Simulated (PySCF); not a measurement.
## Al17H20N17: Orbital levels and atomic charges

System: Al17H20N17 (flake AlN sheet).

Cartesian coordinates (Å):
```
  1 N     3.168    0.831   -0.002
  2 Al    1.584    1.708   -0.003
  3 N     0.000    0.833   -0.002
  4 Al    0.000   -0.995    0.000
  5 N     1.584   -1.856   -0.002
  6 Al    3.166   -0.996   -0.001
  7 N    -9.521    0.868   -0.001
  8 Al  -11.104    1.755   -0.002
  9 N   -12.652    0.820    0.000
 10 Al  -12.679   -0.987   -0.001
 11 N   -11.095   -1.836    0.000
 12 Al   -9.506   -0.962   -0.001
 13 N    12.652    0.819    0.002
 14 Al   11.103    1.753    0.002
 15 N     9.520    0.867    0.001
 16 Al    9.506   -0.962    0.002
 17 N    11.094   -1.837    0.000
 18 Al   12.679   -0.988    0.001
 19 N    -3.167    0.831    0.000
 20 Al   -4.750    1.707    0.003
 21 N    -6.336    0.834    0.000
 22 Al   -6.334   -0.994    0.001
 23 N    -4.751   -1.853    0.001
 24 Al   -3.165   -0.995    0.002
 25 Al   -1.584    1.708    0.001
 26 N    -1.583   -1.856    0.000
 27 N     6.336    0.833    0.000
 28 Al    4.750    1.707    0.000
 29 N     4.752   -1.853   -0.001
 30 Al    6.334   -0.993    0.001
 31 Al    7.916    1.714    0.001
 32 N     7.929   -1.834    0.001
 33 Al   -7.917    1.714    0.000
 34 N    -7.930   -1.833    0.000
 35 H     1.583    3.242   -0.007
 36 H     1.580   -2.871   -0.002
 37 H   -11.153    3.284   -0.004
 38 H   -13.528    1.339   -0.002
 39 H   -14.003   -1.747    0.001
 40 H   -11.053   -2.853    0.000
 41 H    13.528    1.338    0.003
 42 H    11.153    3.283    0.002
 43 H    11.052   -2.854   -0.001
 44 H    14.004   -1.748   -0.002
 45 H    -4.747    3.241    0.004
 46 H    -4.752   -2.869    0.001
 47 H    -1.583    3.242    0.000
 48 H    -1.581   -2.872    0.001
 49 H     4.746    3.241    0.001
 50 H     4.752   -2.868    0.000
 51 H     7.909    3.249    0.003
 52 H     7.941   -2.851    0.001
 53 H    -7.908    3.250   -0.001
 54 H    -7.941   -2.850   -0.001
```

Method: wB97X-D/6-31G*, gas phase, PySCF, fitting set def2-universal-JFIT up to Ne and JKFIT beyond, grid level 1.

Problem. Give the orbital energies near the gap.

Solution. 
```
orbital     eV
 HOMO-4  -8.85
 HOMO-3  -8.83
 HOMO-2  -8.70
 HOMO-1  -8.60
   HOMO  -8.59
   LUMO   0.84
 LUMO+1   1.06
 LUMO+2   1.41
 LUMO+3   1.74
```

Problem. Give the partial charges of the non-hydrogen atoms.

Solution. 
```tsv
atom	Mulliken	IAO	Hirshfeld
N1	-0.84	-1.08	-0.51
Al2	0.63	0.92	0.49
N3	-0.84	-1.08	-0.51
Al4	0.86	1.08	0.53
N5	-0.92	-0.97	-0.45
Al6	0.86	1.08	0.53
N7	-0.85	-1.08	-0.51
Al8	0.60	0.93	0.50
N9	-0.92	-0.97	-0.45
Al10	0.64	0.94	0.50
N11	-0.92	-0.97	-0.45
Al12	0.86	1.07	0.53
N13	-0.92	-0.97	-0.45
Al14	0.60	0.93	0.50
N15	-0.85	-1.08	-0.51
Al16	0.86	1.07	0.53
N17	-0.92	-0.97	-0.45
Al18	0.64	0.94	0.50
N19	-0.84	-1.08	-0.51
Al20	0.64	0.92	0.49
N21	-0.84	-1.08	-0.51
Al22	0.86	1.08	0.53
N23	-0.92	-0.97	-0.45
Al24	0.86	1.08	0.53
Al25	0.63	0.92	0.49
N26	-0.92	-0.97	-0.45
N27	-0.84	-1.08	-0.51
Al28	0.64	0.92	0.49
N29	-0.92	-0.97	-0.45
Al30	0.86	1.08	0.53
Al31	0.65	0.91	0.49
N32	-0.92	-0.97	-0.45
Al33	0.65	0.91	0.49
N34	-0.92	-0.97	-0.45
```
